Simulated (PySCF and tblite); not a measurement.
The numbers below are computed, except where a source is named.
System: C₅H₁₁NSe, numbered as in [CH3:1][N:2]1[CH2:3][CH2:4][Se:5][CH2:6][CH2:7]1.

Geometries: GFN2-xTB; energies: revPBE/pcSseg-1 + D3(BJ); zero-point and thermal terms from GFN2-xTB harmonic modes (soft modes blended into free rotors). Rate constants are transition-state-theory values, counting equivalent paths, without tunnelling. Run with tblite and PySCF.

Spin–orbit effects of heavy atoms on shieldings are missing.

(1) What barrier does the pyramidal inversion at N2 meet, and how fast is it at 298 K?

Results:

(1) The electronic barrier is 6.3 kcal/mol and ΔG‡(298 K) 5.3 kcal/mol, over a C1 saddle with an imaginary mode of 229i cm⁻¹ (GFN2-xTB). With 2 equivalent paths, k is 1.6×10⁹ s⁻¹, a mean lifetime of the start of 630 ps against this motion. The end lies 1.5 kcal/mol above the start in free energy.
